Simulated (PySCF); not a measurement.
I (iodine, neutral) across methods

[Kr] 4d10 5s1 5p5 6s1, high-spin 4P determinant (an excited configuration). Calculation: PySCF 2.14, in dyall-av2z (22s16p12d, 130 functions); the non-relativistic Hamiltonian (point nucleus).

```json
{"method": "PW91", "E (hartree)": "-6920.37", "mean ε 5p α (eV)": "-11.128", "mean ε 5p β (eV)": "-9.625", "mean ε 6s α (eV)": "-1.559", "Σ⟨r²⟩ (bohr²)": "80.83", "⟨S²⟩": "3.751"}
{"method": "r2SCAN", "E (hartree)": "-6919.97", "mean ε 5p α (eV)": "-11.630", "mean ε 5p β (eV)": "-9.754", "mean ε 6s α (eV)": "-1.584", "Σ⟨r²⟩ (bohr²)": "81.46", "⟨S²⟩": "3.754"}
{"method": "revPBE", "E (hartree)": "-6919.64", "mean ε 5p α (eV)": "-11.065", "mean ε 5p β (eV)": "-9.508", "mean ε 6s α (eV)": "-1.493", "Σ⟨r²⟩ (bohr²)": "80.96", "⟨S²⟩": "3.751"}
{"method": "wB97X", "E (hartree)": "-6920.07", "mean ε 5p α (eV)": "-14.713", "mean ε 5p β (eV)": "-12.646", "mean ε 6s α (eV)": "-2.887", "Σ⟨r²⟩ (bohr²)": "81.24", "⟨S²⟩": "3.754"}
{"method": "PBE", "E (hartree)": "-6919.42", "mean ε 5p α (eV)": "-11.088", "mean ε 5p β (eV)": "-9.568", "mean ε 6s α (eV)": "-1.519", "Σ⟨r²⟩ (bohr²)": "80.92", "⟨S²⟩": "3.751"}
{"method": "UHF", "E (hartree)": "-6917.33270", "mean ε 5p α (eV)": "-15.727", "mean ε 5p β (eV)": "-11.686", "mean ε 6s α (eV)": "-2.770", "Σ⟨r²⟩ (bohr²)": "82.50", "⟨S²⟩": "3.761"}
{"method": "LDA", "E (hartree)": "-6914.15", "mean ε 5p α (eV)": "-11.192", "mean ε 5p β (eV)": "-9.785", "mean ε 6s α (eV)": "-1.623", "Σ⟨r²⟩ (bohr²)": "80.70", "⟨S²⟩": "3.751"}
```

Problem. Estimate the same row for PBE0.

Solution. E (hartree) = -6919.59; mean ε 5p α (eV) = -12.463; mean ε 5p β (eV) = -10.424; mean ε 6s α (eV) = -1.953; Σ⟨r²⟩ (bohr²) = 81.14; ⟨S²⟩ = 3.752.

A non-relativistic calculation at this Z misses sizeable relativistic shifts. The outer electron is Rydberg-like, and this basis confines it to a smaller radius and binds it less than a complete one would.
